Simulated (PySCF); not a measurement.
**The 13-electron isoelectronic series, non-relativistic**

Calculated with PySCF 2.14 from differences of total energies of unrestricted determinants, without spin-orbit coupling. Each ion has its own even-tempered basis scaled to its charge (16s10p4d4f for the first); frozen: 1s2. Ionisation energies in eV, correlation energies of the ion in mhartree.

```tsv
ion	configuration	UHF	LDA	PBE	PBE0	r2SCAN	MP2 (outer shells)	CCSD (outer shells)	E_corr MP2	E_corr CCSD(T)	NIST (with spin-orbit, Breit and QED)
Xe⁴¹⁺	[Ne] 3s2 3p1 (2P)	2961.8	2963.8	2964.7	2964.2	2963.9	2962.1	2961.8	-481.3	-529.0	3068 ± 4 (t)
Ba⁴³⁺	[Ne] 3s2 3p1 (2P)	3236.4	3238.4	3239.4	3239.0	3238.6	3236.6	3236.4	-484.4	-533.4	3363 ± 4 (t)
Ce⁴⁵⁺	[Ne] 3s2 3p1 (2P)	3523.1	3525.1	3526.1	3525.7	3525.2	3523.2	3522.9	-487.6	-538.0	3672 ± 4 (t)
Nd⁴⁷⁺	[Ne] 3s2 3p1 (2P)	3821.8	3823.9	3825.0	3824.5	3824.0	3821.9	3821.6	-491.3	-543.1	3997 ± 4 (t)
Sm⁴⁹⁺	[Ne] 3s2 3p1 (2P)	4132.4	4134.5	4135.7	4135.2	4134.6	4132.6	4132.2	-494.9	-547.9	4337 ± 4 (t)
Gd⁵¹⁺	[Ne] 3s2 3p1 (2P)	4455.4	4457.5	4458.7	4458.2	4457.6	4455.5	4455.1	-499.0	-553.8	4693 ± 4 (t)
Dy⁵³⁺	[Ne] 3s2 3p1 (2P)	4790.4	4792.6	4793.9	4793.3	4792.7	4790.5	4790.1	-503.5	-560.1	5066 ± 5 (t)
Er⁵⁵⁺	[Ne] 3s2 3p1 (2P)	5137.6	5139.7	5141.1	5140.5	5139.9	5137.6	5137.2	-506.3	-564.3	5455 ± 5 (t)
Yb⁵⁷⁺	[Ne] 3s2 3p1 (2P)	5496.8	5499.0	5500.4	5499.8	5499.1	5496.8	5496.3	-509.3	-568.8	5860 ± 6 (t)
Hf⁵⁹⁺	[Ne] 3s2 3p1 (2P)	5868.1	5870.3	5871.8	5871.1	5870.4	5868.0	5867.6	-514.6	-575.9	6284 ± 7 (t)
```

Each ion has its own basis, which adds noise of up to about 0.1 % along the series.

NIST values marked (s) are semi-empirical, (t) theoretical. Open shells are high-spin determinants of the terms that Hund's rules give.

All relativistic terms are absent from the calculated values; where these lie close to NIST, scalar and spin-orbit shifts of opposite sign can cancel.
